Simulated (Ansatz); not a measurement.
A structure relaxed at PBE0-D4/def2-TZVP, charge 0, multiplicity 1:

| atom | x (Å) | y (Å) | z (Å) |
| --- | --- | --- | --- |
| C1 | -1.254 | 0.854 | -0.438 |
| Si2 | 0.374 | 0.590 | 0.421 |
| C3 | 1.032 | -1.162 | 0.053 |
| F4 | 1.199 | -1.355 | -1.291 |
| Br5 | -0.245 | -2.480 | 0.730 |
| H6 | -2.007 | 0.158 | -0.063 |
| H7 | -1.145 | 0.700 | -1.513 |
| H8 | -1.611 | 1.873 | -0.273 |
| H9 | 0.278 | 0.701 | 1.898 |
| H10 | 1.411 | 1.536 | -0.076 |
| H11 | 1.969 | -1.414 | 0.552 |

(1) Give its formula and SMILES.

(2) Summarise the bond lengths by kind.

## Answers

(1) C2H6BrFSi, `C[SiH2]C(F)Br`.

(2) 2 × C–Si 1.859 to 1.908 Å; 4 × C–H 1.091 to 1.092 Å; 2 × H–Si 1.485 to 1.489 Å; 1 × C–F 1.368 Å; 1 × Br–C 1.956 Å.

All numbers were calculated with Ansatz.
